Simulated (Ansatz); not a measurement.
Geometry optimisation, RKS PBE0/def2-SVP (Ansatz 0.2.0).

Input:

```yaml
crystal:
  periodic: [false, false, false]
  atoms:
    - { symbol: Si, position_ang: [0.0, 0.0, 0.0] }
    - { symbol: O, position_ang: [0.0, 0.0, 2.03] }
    - { symbol: H, position_ang: [-0.9095, -0.2814, 2.3671] }
    - { symbol: H, position_ang: [1.3768, 0.0, -0.4862] }
    - { symbol: F, position_ang: [-0.7489, 1.2974, -0.5295] }
    - { symbol: Cl, position_ang: [-1.0032, -1.7381, -0.7093] }
    - { symbol: Cl, position_ang: [0.9042, -2.1214, 0.7662] }
    - { symbol: H, position_ang: [0.4804, -1.1271, 1.8701] }
basis:
  gaussian: { orbitals: def2-SVP }
hamiltonian:
  xc: pbe0
relax:
  f_tol: 0.15
  max_steps: 25
  restrain:
    - { distance: [0, 6], at: 2.13, k: 30.0 }
    - { distance: [7, 1], at: 1.01, k: 30.0 }
    - { distance: [0, 1], at: 2.88, k: 30.0 }
    - { distance: [7, 6], at: 2.57, k: 30.0 }
output:
  orbitals: {}
```

Run as:

```bash
$ ansatz run input.yaml --threads 2 --pin off --max-ram 3072MiB --backend cpu --events-out ev --progress --plain --runs-dir out
```

Where does it end, and by what steps?

The forces met the threshold. The restraints hold the end off the free minimum; the threshold counts their pulls, which the force column leaves out. Restrained pairs: Si1–Cl7 (2.43 → 2.10 Å), O2–H8 (1.24 → 0.98 Å), Si1–O2 (2.03 → 2.88 Å), Cl7–H8 (1.54 → 2.57 Å). After 15 steps the energy has fallen by 3.135 eV (the restraints' own energy left out); H4 moved furthest, 1.44 Å.

```tsv
step	energy less start (eV)	largest force component (eV/Å)	accepted
0	0.0000	4.122	yes
1	-0.1666	3.659	yes
2	-0.2681	4.048	yes
3	-1.0455	2.072	yes
4	-1.7980	1.648	yes
5	-2.1909	1.816	yes
6	-2.5004	1.394	yes
7	-2.7177	1.040	yes
8	-2.8060	0.761	yes
9	-2.8827	0.746	yes
10	-2.9665	0.726	yes
11	-3.0292	0.859	yes
12	-3.0966	0.916	yes
13	-3.1030	0.981	yes
14	-3.1171	1.018	yes
15	-3.1354	0.638	yes
```

```xyz
8
Properties=species:S:1:pos:R:3
Si 0.390 -0.355 -0.422
O -0.517 -0.204 2.309
H -1.396 -0.594 2.335
H 0.923 -0.380 -1.796
F 0.328 1.180 0.028
Cl -1.464 -1.225 -0.481
Cl 1.755 -1.466 0.731
H 0.079 -0.926 2.605
```

Run time: 37 s on 2 threads of Intel(R) Xeon(R) Platinum 8488C (Sapphire Rapids) (shared host), peak memory 0.24 GiB.
